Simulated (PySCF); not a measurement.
## One molecule, a ladder of functionals, a line

Molecule: `C1([SiH2]P)=COC1`, C3H7OPSi.

Atoms are numbered as in `[PH2:1][SiH2:2][C:3]1=[CH:4][O:5][CH2:6]1`. Each H is labelled by its parent atom.

GIAO shieldings (ppm, equivalent atoms averaged) in PySCF 2.14 on the PBE0-D3(BJ)/def2-SVP geometry, basis pcSseg-1, gas phase, non-relativistic:

| functional | exact exchange (%) | σ(Si2) | σ(C6) | σ(O5) |
| --- | --- | --- | --- | --- |
| BLYP | 0 | 394.5 | 87.1 | 105.0 |
| BP86 | 0 | 404.5 | 92.3 | 109.4 |
| PBE | 0 | 406.2 | 92.9 | 107.9 |
| B3LYP | 20 | 405.6 | 93.1 | 120.2 |
| PBE0 | 25 | 419.5 | 99.9 | 125.9 |
| BHandHLYP | 50 | 422.4 | 101.2 | 142.1 |
| HF | 100 | 453.0 | 114.6 | 175.9 |

(1) Fit each shielding as a line in the percentage of exact exchange.

(2) What does the line predict for mPW1PW91 (25 %), and what does the run give?

## Answers

(1) σ(Si2) = 401.1 + 0.50 x (rms 4.8 ppm); σ(C6) = 90.7 + 0.24 x (rms 2.3 ppm); σ(O5) = 107.5 + 0.69 x (rms 1.3 ppm). The functionals also differ in their semilocal parts, which the line can't hold; Hartree–Fock has no correlation at all.

(2) σ(Si2): 413.6 predicted, 417.2 computed; σ(C6): 96.7 predicted, 99.0 computed; σ(O5): 124.8 predicted, 125.6 computed ppm.
